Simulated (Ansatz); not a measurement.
`COc1ccc(-c2cc(C)c(-c3cc(C)c(-c4cc(C)c(-c5cc(C)c(-c6ccc(C(F)=C(F)F)cc6)s5)s4)s3)s2)cc1`. Charge 0, multiplicity 1. Geometry PBE-D4/def2-SVP, basis def2-SVP, Ansatz.

| run | HOMO (eV) | LUMO (eV) |
| --- | --- | --- |
| A | -6.75 | -0.45 |
| B | -4.99 | -2.16 |
| C | -4.23 | -2.63 |
| D | -4.40 | -2.68 |
| E | -3.98 | -2.39 |

Single mean-field runs in def2-SVP are fitted with def2-universal-jkfit.

**Question.** The runs used BLYP, PBE, PBE0, r2SCAN, ωB97X-V. Estimate which is which.

**Answer.** A ωB97X-V (range-separated); B PBE0 (25 % exact exchange); C PBE (0 % exact exchange); D r2SCAN (0 % exact exchange); E BLYP (0 % exact exchange). Exact exchange lowers occupied and raises empty levels; among semilocal functionals meta-GGAs tend to open the gap a little, and such runs are hard to tell apart. The gap grows from 1.59 eV (BLYP) to 6.30 eV (ωB97X-V).
